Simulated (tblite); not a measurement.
Parent: `[F:1][C@@H:2]1[CH2:3][SiH2:4][CH2:5][SiH2:6]1` with F1–C2–C3–Si4 -75°, C2–C3–Si4–C5 -38°, C3–Si4–C5–Si6 19°, Si4–C5–Si6–C2 0°, C3H9FSi2.

Computed geometry: GFN2-xTB, gas phase. One conformer each, not checked by frequencies here.

| coordinate of the parent | value |
| --- | --- |
| F1–C2 | 1.399 Å |
| C2–C3 | 1.524 Å |
| C3–Si4 | 1.908 Å |
| Si4–C5 | 1.913 Å |
| C5–Si6 | 1.905 Å |
| C2–Si6 | 1.927 Å |
| F1–C2–C3 | 108.3° |
| F1–C2–Si6 | 107.2° |
| C3–C2–Si6 | 110.1° |
| C2–C3–Si4 | 108.4° |
| C3–Si4–C5 | 98.9° |
| Si4–C5–Si6 | 107.0° |
| C2–Si6–C5 | 99.7° |

Problem. How does the shared frame change in `[CH3:1][C:2]#[C:3][Si@@H:4]1[CH2:5][SiH2:6][C@@H:7]([F:8])[CH2:9]1` with C3–Si4–C5–Si6 -126°, Si4–C5–Si6–C7 -10°, C5–Si6–C7–F8 -85°, Si6–C7–C9–Si4 -42°, C6H11FSi2? Atoms pair as F1 = F8, C2 = C7, C3 = C9, Si4 = Si4, C5 = C5, Si6 = Si6 (parent first).

Solution. 
```
    parent    relative  value in the relative  change
     F1–C2       F8–C7                1.400 Å  +0.001
     C2–C3       C7–C9                1.523 Å  -0.001
    C3–Si4      C9–Si4                1.912 Å  +0.004
    Si4–C5      Si4–C5                1.918 Å  +0.005
    C5–Si6      C5–Si6                1.902 Å  -0.003
    C2–Si6      C7–Si6                1.926 Å  -0.001
  F1–C2–C3    F8–C7–C9                 108.5°    +0.2
 F1–C2–Si6   F8–C7–Si6                 107.2°     0.0
 C3–C2–Si6   C9–C7–Si6                 109.9°    -0.2
 C2–C3–Si4   C7–C9–Si4                 108.6°    +0.2
 C3–Si4–C5   C9–Si4–C5                 100.2°    +1.3
Si4–C5–Si6  Si4–C5–Si6                 107.1°    +0.1
 C2–Si6–C5   C7–Si6–C5                  99.3°    -0.4
```

Of the parent's bonds, C3–Si4 and Si4–C5 change most and about equally (+0.004 to +0.005 Å). Bonds of the relative outside the shared frame: C1–C2 1.445, C2≡C3 1.205, C3–Si4 1.845 Å. Point group C1 → C1.

Problem. How does the shared frame change in `[CH3:1][CH2:2][O:3][Si@@H:4]1[CH2:5][SiH2:6][C@H:7]([F:8])[CH2:9]1` with C1–C2–O3–Si4 169°, C2–O3–Si4–C5 -71°, O3–Si4–C5–Si6 -129°, Si4–C5–Si6–C7 -6°, C5–Si6–C7–F8 155°, Si6–C7–C9–Si4 -45°, C5H13FOSi2? Atoms pair as F1 = F8, C2 = C7, C3 = C9, Si4 = Si4, C5 = C5, Si6 = Si6 (parent first).

Solution. 
```csv
parent,relative,value in the relative,change
F1–C2,F8–C7,1.397 Å,-0.002
C2–C3,C7–C9,1.518 Å,-0.006
C3–Si4,C9–Si4,1.889 Å,-0.019
Si4–C5,Si4–C5,1.910 Å,-0.003
C5–Si6,C5–Si6,1.905 Å,0.000
C2–Si6,C7–Si6,1.923 Å,-0.004
F1–C2–C3,F8–C7–C9,110.4°,+2.1
F1–C2–Si6,F8–C7–Si6,111.1°,+3.9
C3–C2–Si6,C9–C7–Si6,110.2°,+0.1
C2–C3–Si4,C7–C9–Si4,106.1°,-2.3
C3–Si4–C5,C9–Si4–C5,101.2°,+2.3
Si4–C5–Si6,Si4–C5–Si6,105.6°,-1.4
C2–Si6–C5,C7–Si6–C5,99.2°,-0.5
```

Of the parent's bonds, C3–Si4 changes most (-0.019 Å). Bonds of the relative outside the shared frame: C1–C2 1.520, C2–O3 1.401, O3–Si4 1.618 Å. Point group C1 → C1.

Problem. How does the shared frame change in `[CH3:1][O:2][C:3](=[O:4])[Si@@H:5]1[CH2:6][SiH2:7][C@H:8]([F:9])[CH2:10]1` with C1–O2–C3–O4 0°, O2–C3–Si5–C6 71°, C3–Si5–C6–Si7 -128°, Si5–C6–Si7–C8 -10°, C6–Si7–C8–F9 157°, Si7–C8–C10–Si5 -45°, C5H11FO2Si2? Atoms pair as F1 = F9, C2 = C8, C3 = C10, Si4 = Si5, C5 = C6, Si6 = Si7 (parent first).

Solution. 
```
    parent    relative  value in the relative  change
     F1–C2       F9–C8                1.394 Å  -0.005
     C2–C3      C8–C10                1.523 Å  -0.001
    C3–Si4     C10–Si5                1.901 Å  -0.007
    Si4–C5      Si5–C6                1.912 Å  -0.001
    C5–Si6      C6–Si7                1.909 Å  +0.004
    C2–Si6      C8–Si7                1.924 Å  -0.003
  F1–C2–C3   F9–C8–C10                 110.0°    +1.7
 F1–C2–Si6   F9–C8–Si7                 111.3°    +4.1
 C3–C2–Si6  C10–C8–Si7                 109.7°    -0.4
 C2–C3–Si4  C8–C10–Si5                 107.1°    -1.3
 C3–Si4–C5  C10–Si5–C6                 100.7°    +1.8
Si4–C5–Si6  Si5–C6–Si7                 106.5°    -0.5
 C2–Si6–C5   C8–Si7–C6                  98.7°    -1.0
```

Of the parent's bonds, C3–Si4 changes most (-0.007 Å). Bonds of the relative outside the shared frame: C1–O2 1.424, O2–C3 1.337, C3=O4 1.205, C3–Si5 1.915 Å. Point group C1 → C1.

Problem. How does the shared frame change in `[CH:1]#[C:2][Si@@H:3]1[CH2:4][SiH2:5][C@H:6]([F:7])[CH2:8]1` with C2–Si3–C4–Si5 -122°, Si3–C4–Si5–C6 -14°, C4–Si5–C6–F7 158°, Si5–C6–C8–Si3 -42°, C5H9FSi2? Atoms pair as F1 = F7, C2 = C6, C3 = C8, Si4 = Si3, C5 = C4, Si6 = Si5 (parent first).

Solution. 
```
    parent    relative  value in the relative  change
     F1–C2       F7–C6                1.396 Å  -0.003
     C2–C3       C6–C8                1.522 Å  -0.002
    C3–Si4      C8–Si3                1.906 Å  -0.002
    Si4–C5      Si3–C4                1.914 Å  +0.001
    C5–Si6      C4–Si5                1.906 Å  +0.001
    C2–Si6      C6–Si5                1.927 Å   0.000
  F1–C2–C3    F7–C6–C8                 110.0°    +1.7
 F1–C2–Si6   F7–C6–Si5                 111.1°    +3.9
 C3–C2–Si6   C8–C6–Si5                 110.0°    -0.1
 C2–C3–Si4   C6–C8–Si3                 108.2°    -0.2
 C3–Si4–C5   C8–Si3–C4                 100.8°    +1.9
Si4–C5–Si6  Si3–C4–Si5                 106.9°    -0.1
 C2–Si6–C5   C6–Si5–C4                  98.5°    -1.2
```

No shared bond changes by more than 0.004 Å. Bonds of the relative outside the shared frame: C1≡C2 1.202, C2–Si3 1.851 Å. Point group C1 → C1.

Problem. How does the shared frame change in `[F:1][C@@H:2]1[CH2:3][Si@H:4]([O:5][SiH3:6])[CH2:7][SiH2:8]1` with C3–Si4–O5–Si6 -50°, F1–C2–C3–Si4 -79°, C2–C3–Si4–O5 78°, C3–Si4–C7–Si8 22°, Si4–C7–Si8–C2 -4°, C3H11FOSi3? Atoms pair as F1 = F1, C2 = C2, C3 = C3, Si4 = Si4, C5 = C7, Si6 = Si8 (parent first).

Solution. 
```tsv
parent	relative	value in the relative	change
F1–C2	F1–C2	1.400 Å	+0.001
C2–C3	C2–C3	1.526 Å	+0.002
C3–Si4	C3–Si4	1.908 Å	0.000
Si4–C5	Si4–C7	1.909 Å	-0.004
C5–Si6	C7–Si8	1.902 Å	-0.003
C2–Si6	C2–Si8	1.929 Å	+0.002
F1–C2–C3	F1–C2–C3	108.7°	+0.4
F1–C2–Si6	F1–C2–Si8	107.2°	0.0
C3–C2–Si6	C3–C2–Si8	110.1°	0.0
C2–C3–Si4	C2–C3–Si4	108.9°	+0.5
C3–Si4–C5	C3–Si4–C7	99.3°	+0.4
Si4–C5–Si6	Si4–C7–Si8	106.4°	-0.6
C2–Si6–C5	C2–Si8–C7	100.7°	+1.0
```

Of the parent's bonds, Si4–C5 and C5–Si6 change most and about equally (-0.004 to -0.003 Å). Bonds of the relative outside the shared frame: Si4–O5 1.619, O5–Si6 1.631 Å. Point group C1 → C1.
